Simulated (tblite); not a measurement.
Compound: C6H13NSi.
Cartesian coordinates in Å at the GFN2-xTB level; atoms count from 1:
```xyz
21
C6H13NSi angstrom
Si     3.1862    0.3751   -0.1955
N      1.6874   -0.4601   -0.1411
C      0.4191    0.1437   -0.4389
C     -0.2722    0.8174    0.7716
C     -1.7577    0.7066    0.4963
C     -2.4094   -0.6013    0.8287
C     -1.9642   -0.3274   -0.5759
C     -0.6098   -0.8726   -0.9808
H      3.2744    0.9609   -1.5335
H      4.1825   -0.6658    0.0457
H      3.3489    1.4548    0.7927
H      1.5883   -1.2132    0.5248
H      0.5984    0.9061   -1.2029
H      0.0002    0.2864    1.6876
H      0.0472    1.8533    0.8771
H     -2.3481    1.6105    0.5317
H     -1.8511   -1.3183    1.4126
H     -3.4693   -0.6043    1.0366
H     -2.7098   -0.2023   -1.3474
H     -0.5218   -0.9811   -2.0605
H     -0.4279   -1.8512   -0.5295
```

Calculated harmonic vibrations of the isolated species, GFN2-xTB (tblite), most abundant isotopes, no scaling. This tight-binding method is rough: wavenumbers can miss measured ones by several per cent, in bad cases by 10 to 20. Modes of hydrogen on silicon can be 10 to 20 % off. One conformer, not necessarily the lowest.

Harmonic wavenumbers (cm⁻¹): 47.2, 56.8, 113.7, 200.3, 307.3, 341.1, 395.6, 424.3, 506.7, 544.7, 574.4, 625.3, 645.4, 749.7, 810.4, 827.0, 833.7, 854.3, 863.0, 882.4, 929.2, 934.5, 991.9, 1010.3, 1025.1, 1054.1, 1070.7, 1081.9, 1108.1, 1115.3, 1163.6, 1176.3, 1192.2, 1201.6, 1254.6, 1264.6, 1295.4, 1306.9, 1309.6, 1389.1, 1392.0, 1471.3, 1488.4, 1493.6, 2166.5, 2254.2, 2274.1, 2938.6, 2953.7, 2960.2, 3006.9, 3012.4, 3066.2, 3070.1, 3078.0, 3093.7, 3427.0.

A = 4915, B = 867.1, C = 806.9 MHz; mass 127.082 u (most abundant isotopes); point group C1, symmetry number 1.

Task: What is the zero-point energy?

Result: ½Σν̃ = 38313 cm⁻¹ = 458.32 kJ/mol.

Task: Entropy at 298.15 K, 1 bar (ideal gas, RRHO, classical rotation)?

Result: Translation 169.28, rotation 121.03, vibration 101.66: S = 392.0 J/(mol K).

Task: And Cp and H(298.15 K) − H(0)?

Result: Cp = 154.94 J/(mol K), of which vibrations give 121.69 (their classical limit is 57 R = 473.9); H(298.15 K) − H(0) = 26.13 kJ/mol without the zero-point energy, 16.21 from vibrations.

Task: What must be added to the electronic energy to get the Gibbs energy at 298.15 K and 1 bar?

Result: ZPE + [H(298.15 K) − H(0)] − T·S = 458.32 + 26.13 − 116.86 = 367.59 kJ/mol.

Task: How do the functions run with temperature in this model?

Result: 
| T (K) | S (J/(mol K)) | Cp (J/(mol K)) | H − H(0) (kJ/mol) | G − H(0) (kJ/mol) | ln q(vib) |
| --- | --- | --- | --- | --- | --- |
| 50 | 244.0 | 51.8 | 2.08 | -10.11 | 0.56 |
| 100 | 284.2 | 66.1 | 5.03 | -23.39 | 1.59 |
| 373.15 | 431.0 | 194.1 | 39.23 | -121.60 | 7.38 |
| 500 | 496.1 | 251.1 | 67.61 | -180.42 | 10.42 |
| 750 | 613.8 | 328.7 | 140.88 | -319.50 | 16.63 |
| 1000 | 715.6 | 377.9 | 229.64 | -486.00 | 22.70 |

q(vib) and H(0) count from the zero-point level.

Task: Which modes carry the vibrational entropy at 298.15 K?

Result: 47.2 cm⁻¹: 20.63; 56.8 cm⁻¹: 19.10; 113.7 cm⁻¹: 13.41; 200.3 cm⁻¹: 8.91; 307.3 cm⁻¹: 5.76; 341.1 cm⁻¹: 5.05 J/(mol K); the other 51 give 28.79 together.

Task: Blend soft modes into free rotors: weight 1/[1 + (100 cm⁻¹/ν̃)⁴] for the oscillator and the rest for a rotor with moment μB/(μ + B), μ = h/(8π²ν), B = 10⁻⁴⁴ kg m². What vibrational entropy results?

Result: 91.32 J/(mol K) in place of 101.66, which changes −T·S at 298.15 K by +3.08 kJ/mol.

Hindered rotation and anharmonicity are outside this model. Other conformers, if any are populated, would add a mixing term that is left out. The structure is chiral; the term R ln 2 for an equal mix with its mirror image is left out.
